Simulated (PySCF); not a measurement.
Gas-phase reaction: Ge(OH)4 + GeH2 → 2 GeO2 + 3 H2

Computed with PySCF and rigid-rotor harmonic-oscillator thermochemistry at 1 bar. † marks an energy on the PBE0/def2-TZVP geometry and frequencies; other levels use their own. MP2 and CCSD(T) freeze the core. 6-31G* has spherical d functions here. All species are closed-shell singlets. Ge: all electrons, no relativistic terms. Ge(OH)4, GeH2, GeO2: computed as isolated molecules; such fragments, hydroxides, amides, oligomers or adducts are transient or little studied in the gas. MP2 isn't extrapolated to the basis-set limit; its ΔH°(298 K) is 545.2 kJ in def2-SVP and 528.1 kJ in def2-TZVPP. CCSD(T) isn't extrapolated to the basis-set limit; its ΔH°(298 K) is 600.6 kJ in def2-SVP and 595.7 kJ in def2-TZVPP. The harmonic model lacks anharmonicity and excited electronic states, which grow with temperature; levels with a mode under 35 cm⁻¹ are left out. Internal rotation in Ge(OH)4 is treated as a harmonic vibration of one conformer, which makes the entropy rough. Warning, large T1 diagnostic: GeO2 (CCSD(T)/def2-TZVPP†).

| level | ΔE electronic, kJ | ΔH°(298 K), kJ | ΔS°(298 K), J/K | ΔG°(800 K), kJ |
|---|---|---|---|---|
| CCSD(T)/def2-TZVPP† | 646 | 596 | 307 | 346 |
| HF/6-31G* | 837 | 783 | 313 | 527 |
| HF/def2-TZVP† | 847 | 797 | 307 | 547 |
| M06-2X/def2-TZVP† | 713 | 663 | 307 | 413 |
| MP2/def2-SVP† | 595 | 545 | 307 | 295 |
| MP2/def2-TZVPP† | 578 | 528 | 307 | 278 |
| PBE/def2-SVP | 584 | 536 | 309 | 285 |
| PBE0/def2-QZVP† | 682 | 632 | 307 | 382 |
| LDA/def2-TZVP† | 668 | 617 | 307 | 367 |
ΔH° is lowest at MP2/def2-TZVPP† and highest at HF/def2-TZVP†. No reference value is set beside these.
